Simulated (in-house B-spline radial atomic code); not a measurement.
Fe³⁺. Computed with a B-spline radial atomic code. Model: all-electron spherical atom, spin shells full or empty, radial basis limit, no spin-orbit coupling, Breit or QED, empty-state partial waves extrapolated as (l+1/2)^-4, RPA, G0W0 and static COHSEX of the highest shell as one setting changes (uncorrelated shells keep exact exchange).

Given: element Fe; charge 3; filled core Ar; hamiltonian one-electron scalar X2C; mean-field start LDA VWN5; highest l of empty states 9; nuclear rms radius 3.7377 fm; highest mean-field shell 3d up.

Shell: 3d 5 0 (electrons up and down).

| lowest nl shells left uncorrelated | RPA correlation energy (hartree) | G0W0 level (eV) | G0W0 minus most complete (meV) | COHSEX level (eV) | linearised minus solved G0W0 (meV) |
| --- | --- | --- | --- | --- | --- |
| 0 | -1.5829 | -54.859 | 0 | -59.143 | -97.4 |
| 1 | -1.4381 | -54.858 | 0.4 | -59.142 | -97.4 |
| 2 | -1.2722 | -54.83 | 28.8 | -59.109 | -96.7 |
| 3 | ? | ? | ? | ? | ? |
| 4 | ? | ? | ? | ? | ? |
| 5 | -0.164 | -54.995 | -136.7 | -57.867 | -119.8 |

**Question.** What follows for lowest nl shells left uncorrelated = 4?

**Answer.** RPA correlation energy -0.64739 hartree; G0W0 level -54.772 eV; G0W0 minus most complete 86.3 meV; COHSEX level -58.891 eV; linearised minus solved G0W0 -97.8 meV.

**Question.** What follows for lowest nl shells left uncorrelated = 3?

**Answer.** RPA correlation energy -0.81774 hartree; G0W0 level -54.731 eV; G0W0 minus most complete 127.7 meV; COHSEX level -59.074 eV; linearised minus solved G0W0 -94.5 meV.
